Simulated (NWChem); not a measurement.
System meant: CCl$_{2}$F, doublet; SMILES Cl[C](F)Cl

Here is an NWChem input.

```
start job
memory heap 200 mb stack 900 mb global 1100 mb
geometry units angstroms noautoz
  F      1.603104    -0.080285     0.000000
  C      0.339984     0.325586     0.000000
  Cl    -0.489238    -0.041916    -1.488069
  Cl    -0.489238    -0.041916     1.488069
end
basis spherical
  * library def2-svp
end
dft
  odft
  mult 3
  xc b3lyp
  iterations 150
  mulliken
end
task dft energy
```

End of the output:

```
 Summary of "ao basis" -> "" (spherical)
 ------------------------------------------------------------------------------
       Tag                 Description            Shells   Functions and Types
 ---------------- ------------------------------  ------  ---------------------
 *                          def2-svp                  on all atoms

                                 NWChem DFT Module
                                 -----------------

 Summary of "ao basis" -> "ao basis" (spherical)
 ------------------------------------------------------------------------------
       Tag                 Description            Shells   Functions and Types
 ---------------- ------------------------------  ------  ---------------------
 F                          def2-svp                 6       14   3s2p1d
 C                          def2-svp                 6       14   3s2p1d
 Cl                         def2-svp                 8       18   4s3p1d

 Summary of "ao basis" -> "ao basis" (spherical)
 ------------------------------------------------------------------------------
       Tag                 Description            Shells   Functions and Types
 ---------------- ------------------------------  ------  ---------------------
 F                          def2-svp                 6       14   3s2p1d
 C                          def2-svp                 6       14   3s2p1d
 Cl                         def2-svp                 8       18   4s3p1d

      Symmetry analysis of basis
      --------------------------

        a'         38
        a"         26

  number of electrons :                   49
  multiplicity        :                    3
 ------------------------------------------------------------------------
  no. of electrons and multiplicity not compatible                  49
 ------------------------------------------------------------------------
 ------------------------------------------------------------------------
  current input line :
    19: task dft energy
 ------------------------------------------------------------------------
 ------------------------------------------------------------------------
 There is an error in the input file
 ------------------------------------------------------------------------
 For more information see the NWChem manual at https://nwchemgit.github.io

0: no. of electrons and multiplicity not compatible:Received an Error in Communication
```

Question: Can this run be used? If not, why, and what is the fix?

Answer: The input was rejected before any calculation. Cause: the multiplicity doesn't fit the number of electrons (an even count wants an odd multiplicity, and the reverse). This input runs:
```
start job
memory heap 200 mb stack 900 mb global 1100 mb
geometry units angstroms noautoz
  F      1.603104    -0.080285     0.000000
  C      0.339984     0.325586     0.000000
  Cl    -0.489238    -0.041916    -1.488069
  Cl    -0.489238    -0.041916     1.488069
end
basis spherical
  * library def2-svp
end
dft
  odft
  mult 2
  xc b3lyp
  iterations 150
  mulliken
end
task dft energy
```
It converges to -1057.90328 Ha (B3LYP/def2-SVP, spin-unrestricted).
